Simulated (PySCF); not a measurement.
C₂H₆AlFO₂, SMILES C(C)[O][Al]([F])[OH].

Geometry: PBE-D3(BJ)/def2-SVP. The structure was generated by enumeration; whether it is a known compound was not checked. One conformer was computed; it need not be the lowest.

Vertical ionisation energy (IE) and electron affinity (EA) in eV. Rows of orbital energies are one-electron estimates. Where ΔSCF, EOM or ADC give a negative EA the extra electron is unbound and the value depends on the basis.

```tsv
level	IE	EA
−ε(HOMO), −ε(LUMO), CAM-B3LYP/def2-TZVP (PySCF)	…	…
−ε(HOMO), −ε(LUMO), PBE/def2-TZVP (PySCF)	6.68	1.60
```

**Question.** Complete the blanks. (An estimate is asked for; the answer gives what the named calculation found.)

**Answer.** 
- −ε(HOMO), −ε(LUMO), CAM-B3LYP/def2-TZVP (PySCF), IE: 9.68
- −ε(HOMO), −ε(LUMO), CAM-B3LYP/def2-TZVP (PySCF), EA: -0.13
